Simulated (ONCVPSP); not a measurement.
**Reading a pseudo-wave (Rb (Z = 37))**

Columns: radius, all-electron u(r) and pseudo u(r) of the 4p shell (level -15.98 eV) of rubidium in the configuration [Ar] 3d10 4s2 4p6 5s1; PBEsol, scalar-relativistic, ONCV scheme, ONCVPSP 4.0.1.

```csv
r (bohr),all-electron,pseudo
0.110,0.2368,0.0117
0.220,-0.1208,0.0462
0.330,-0.3809,0.1018
0.440,-0.3703,0.1758
0.550,-0.1935,0.2641
0.660,0.0417,0.3616
0.770,0.2717,0.4623
0.880,0.4673,0.5598
0.990,0.6189,0.6479
1.100,0.7269,0.7215
1.210,0.7959,0.7768
1.320,0.8323,0.8119
1.430,0.8428,0.8269
1.540,0.8333,0.8234
1.650,0.8093,0.8044
1.760,0.7752,0.7733
1.870,0.7342,0.7338
1.980,0.6893,0.6893
2.090,0.6424,0.6424
2.200,0.5951,0.5951
2.310,0.5485,0.5485
2.420,0.5034,0.5034
2.530,0.4603,0.4603
2.640,0.4196,0.4196
2.750,0.3816,0.3816
2.860,0.3462,0.3462
```

(1) How many radial nodes do the two functions have?

(2) At about which radius was the pseudo-wave matched?

(3) Is the pseudo-wave norm-conserving?

## Answers

(1) The all-electron 4p function has n − l − 1 = 2; the pseudo-wave has 0, since the states of the same l below it are removed with the core.

(2) 2.10 bohr. The columns agree to 0.0005 from 1.87 bohr on; several derivatives are matched, so the curves merge somewhat inside the radius.

(3) Yes: the ONCV scheme keeps the norm inside the radius equal to the all-electron one, which fixes the energy derivative of the logarithmic derivative at the level.
